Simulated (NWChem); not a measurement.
Species: CH$_{4}$F$_{3}$NSi; SMILES NC[Si](F)(F)F

```xyz
10

N     -0.1047     2.3853     0.0000
C      0.8506     1.2826     0.0000
Si     0.0522    -0.3910     0.0000
F     -0.8990    -0.5593    -1.2858
F      1.0785    -1.6256     0.0000
F     -0.8990    -0.5593     1.2858
H     -0.7099     2.3462    -0.8176
H     -0.7099     2.3462     0.8176
H      1.5190     1.3717    -0.8737
H      1.5190     1.3717     0.8737
```
Atoms are numbered in this order, from 1.

Program: NWChem. STO-3G and 3-21G are far too small for this property and stand as cheap habits. All runs use the structure optimised with PBE0/def2-SVP. GIAO values for the isolated, static molecule; σ is the absolute isotropic shielding, δ = σ(reference) − σ with the isolated reference molecule computed at the same levels (13C: tetramethylsilane, 19F: trichlorofluoromethane, 1H: tetramethylsilane, 15N: ammonia, 29Si: tetramethylsilane).

```csv
level,δ N1 (ppm),δ C2 (ppm),δ Si3 (ppm),δ F4 (rotor mean) (ppm),δ H7 (ppm),δ H9 (ppm)
"LDA (Slater exchange, VWN5)/pcSseg-1",15.4,28.3,-52.2,-163.9,-0.12,2.65
KT2/pcSseg-1,…,27.8,-52.3,-172.7,…,2.52
PBE/pcSseg-1,16.7,27.8,-55.8,-165.5,-0.14,2.50
Hartree-Fock/STO-3G,2.7,20.7,-1.9,-171.9,-0.44,1.34
```

Q: What belongs in the gaps?

A: 
- KT2/pcSseg-1, δ N1 (ppm): 16.3
- KT2/pcSseg-1, δ H7 (ppm): -0.07
